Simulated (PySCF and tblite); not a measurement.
Results of a calculation; reference values are marked as such.
C₆H₉F₃S₂, numbered as in [CH3:1][C@@H:2]1[CH2:3][CH2:4][C@H:5]([C:6]([F:7])([F:8])[F:9])[S:10][S:11]1. Search: ETKDG and KDG, MMFF94s, GFN2-xTB, 200 starts; geometries at GFN2-xTB. Energies: PBE0-D3(BJ)/6-31G*, with GFN2-xTB thermal terms (modes under about 100 cm⁻¹ blended into free rotors). Symmetry numbers and mirror images are counted. Conformers within 2.5 kcal/mol (GFN2-xTB free energy) were kept, 4 at most. GIAO shieldings: PBE0/6-31G*. Shifts are against TMS (¹H), TMS (¹³C), CFCl3 (¹⁹F) at the same level. Run with PySCF (density fitting) and tblite.

The 6-ring runs over atoms 2–3–4–5–10–11.

```tsv
conformer	shape	point group	mirror pair	ΔE(DFT)	Δ(G−E) at 298.15 K	δ C5 (ppm)
1	6-ring chair (C1 axial)	C1	no	0.00	0.00	55.1
2	6-ring chair (C6 axial)	C1	no	0.39	0.03	42.4
3	6-ring twist-boat (ring torsions 81, -31, -38, 69, -35, -36°)	C1	no	2.67	-0.05	50.4
```

Energies in kcal/mol; the thermal term leaves out symmetry numbers and mirror images.

Problem. Work out the weights at 298.15 K and the ¹³C shift of C5 under fast exchange.

Solution. RT = 0.592 kcal/mol. Each conformer gets RT ln(σ/g), with σ the rotational symmetry number and g = 2 for a mirror pair: 1: σ = 1, g = 1, G = 0.00 + 0.00 + 0.00 = 0.00, 0.00 above the lowest, exp(−ΔG/RT) = 1.000; 2: σ = 1, g = 1, G = 0.39 + 0.03 + 0.00 = 0.42, 0.42 above the lowest, exp(−ΔG/RT) = 0.494; 3: σ = 1, g = 1, G = 2.67 − 0.05 + 0.00 = 2.62, 2.62 above the lowest, exp(−ΔG/RT) = 0.012. The sum is 1.506, so the weights are 66.4, 32.8, 0.8 %. The averaged shift is 50.9 ppm. At 298.15 K the leading conformer alone gives 55.1 ppm and bare DFT energies give 50.8 ppm.


Conformer gaps in 6-31G* on xTB geometries can be 2 kcal/mol off for S=O, P=O and other polar bonds.